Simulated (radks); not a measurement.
Values are calculated unless marked as measured or tabulated.
Ionisation ladder of sulfur, from S VIII to S XIV. Each ion is in the ground configuration listed by NIST, and IE = E(next ion) - E(this ion). Code: a radial shooting solver on a logarithmic mesh with Libxc functionals. Model: scalar-relativistic Kohn-Sham, r2SCAN, spin-polarised, spherical densities, finite nucleus; open shells are filled with parallel spins first; meta-GGA in the generalised Kohn-Sham scheme; Fermi nuclear charge, rms radius 3.2611 fm.

S VIII: configuration [He] 2s2 2p5; IE, Delta-SCF (eV) 330.01; -e(HOMO) (eV) 306.57; HOMO 2p down; <r> HOMO (bohr) 0.421; IE, NIST (eV) 328.79; kind exp.; error (eV) +1.2
S IX: configuration [He] 2s2 2p4; IE, Delta-SCF (eV) 376.98; -e(HOMO) (eV) 353.57; HOMO 2p down; <r> HOMO (bohr) 0.409; IE, NIST (eV) 379.8; kind semi-emp.; error (eV) -2.9
S X: configuration [He] 2s2 2p3; IE, Delta-SCF (eV) 451.97; -e(HOMO) (eV) 424.70; HOMO 2p up; <r> HOMO (bohr) 0.388; IE, NIST (eV) 447.7; kind semi-emp.; error (eV) +4.3
S XI: configuration [He] 2s2 2p2; IE, Delta-SCF (eV) 507.31; -e(HOMO) (eV) 479.52; HOMO 2p up; <r> HOMO (bohr) 0.378; IE, NIST (eV) 504.6; kind semi-emp.; error (eV) +2.8
S XII: configuration [He] 2s2 2p1; IE, Delta-SCF (eV) 562.69; -e(HOMO) (eV) 535.17; HOMO 2p up; <r> HOMO (bohr) 0.368; IE, NIST (eV) 564.41; kind semi-emp.; error (eV) -1.7
S XIII: configuration [He] 2s2; IE, Delta-SCF (eV) 647.54; -e(HOMO) (eV) 627.92; HOMO 2s; <r> HOMO (bohr) 0.413; IE, NIST (eV) 652.0; kind semi-emp.; error (eV) -4.4
S XIV: configuration [He] 2s1; IE, Delta-SCF (eV) 706.52; -e(HOMO) (eV) 686.63; HOMO 2s up; <r> HOMO (bohr) 0.405; IE, NIST (eV) 706.99; kind theory; error (eV) -0.5

Reference values: NIST Atomic Spectra Database (exp. = measured, semi-emp. = semi-empirical, theory = theoretical value adopted there). The ionisation energy per charge of the ion left behind rises most, in proportion, at S X ([He] 2s2 2p3), from 41.887 to 45.197 eV. Against the entries that are not theoretical the mean signed error is 0.0 % and the largest +1.0 %. Open shells are spherical and high-spin; term and fine-structure splittings are not resolved.
